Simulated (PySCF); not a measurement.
Ho+ (holmium, charge +1) across methods

[Xe] 4f11 6s1, one real determinant. All numbers are calculated (PySCF 2.14, scalar relativity by spin-free X2C-1e, in ANO-RCC-VTZP).

```tsv
method	E (hartree)	mean ε 4f α (eV)	mean ε 4f β (eV)	mean ε 6s α (eV)	Σ⟨r²⟩ (bohr²)	⟨S²⟩
PBE0	-12615.05	-13.315	-11.151	-9.805	53.27	6.002
UHF	-12610.66024	-21.178	-17.917	-10.953	54.44	6.004
r2SCAN	-12615.41	-10.529	-8.672	-9.380	53.24	6.002
PBE	-12615.25	-10.513	-8.665	-9.288	53.22	6.001
LDA	-12606.44	-10.821	-8.782	-9.535	52.94	6.001
```

⟨L²⟩ = 34.01 against 42 for a pure I term, so this real determinant mixes terms. Spin-orbit coupling, absent here, splits the open shell strongly.
